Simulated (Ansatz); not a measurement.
`C#CN1CS[SiH2]1`, relaxed with RKS PBE0-D4/def2-TZVP in the Gaussian-basis code of Ansatz from a PBE-D4/def2-SVP geometry. The force threshold is 0.005 eV/Å; the program also tests the step.

Total charge 0; spin multiplicity 1.

Start:

```xyz
11

C    -1.379   -2.100   -0.855
C    -0.745   -1.125   -0.459
N    -0.054   -0.064   -0.026
C     0.296    1.073   -0.892
S     1.250    2.145    0.309
Si    0.691    0.431    1.505
H    -1.935   -2.958   -1.200
H    -0.597    1.616   -1.269
H     0.943    0.778   -1.746
H    -0.268    0.665    2.640
H     1.798   -0.462    1.996
```

```csv
step,energy (eV),largest force (eV/Å),largest move (Å)
1,-23383.7021,1.717,0.000
2,-23383.7845,0.382,0.045
3,-23383.7926,0.076,0.015
4,-23383.7930,0.036,0.005
5,-23383.7930,0.013,0.002
6,-23383.7931,0.005,0.007
```

End:

```xyz
11

C    -1.362   -2.067   -0.847
C    -0.737   -1.117   -0.451
N    -0.046   -0.070   -0.016
C     0.293    1.058   -0.882
S     1.228    2.117    0.305
Si    0.681    0.425    1.480
H    -1.914   -2.906   -1.193
H    -0.592    1.583   -1.249
H     0.931    0.764   -1.718
H    -0.264    0.657    2.602
H     1.782   -0.443    1.970
```

Run time 35 s (4 threads of an Arm Neoverse V1 on a shared host); peak host memory 0.69 GiB.
